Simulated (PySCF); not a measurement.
GeH6OSi. Atoms are numbered in the order given.

```xyz
9

Ge     1.1169    -0.1704     0.1146
O     -0.5510    -0.1634    -0.5232
Si    -2.0359     0.3985    -0.0432
H      1.9566    -0.9305    -0.9239
H      1.5919     1.2900     0.2681
H      1.1190    -0.8900     1.4800
H     -2.4396    -0.2004     1.2662
H     -3.0355     0.0244    -1.0804
H     -2.0238     1.8856     0.1123
```

Geometry optimised at B3LYP-D3(BJ)/def2-SVP. This is a generated structure with no PubChem entry under its InChIKey; it may be hypothetical.

Level of theory: PBE/def2-TZVPD in PySCF.

Task: Estimate the frontier levels, gap, dipole moment and polarisability. (An estimate is asked for; the answer gives what the named calculation found.)

Result: 
```
Property                                                                                                       Result
---------------------------------------------------------------------------------------------  ----------------------
highest occupied level                                                                                       -7.01 eV
lowest empty level                                                                                           -1.33 eV
orbital gap                                                                                                   5.68 eV
dipole moment                                                                                                  1.16 D
quadrupole, principal values (traceless, Buckingham form, about the centre of nuclear charge)  -1.47, -0.68, 2.15 D·Å
mean static polarisability                                                                       65.8 bohr³ (9.75 Å³)
polarisability, principal values                                                               61.0, 61.3, 75.1 bohr³
```
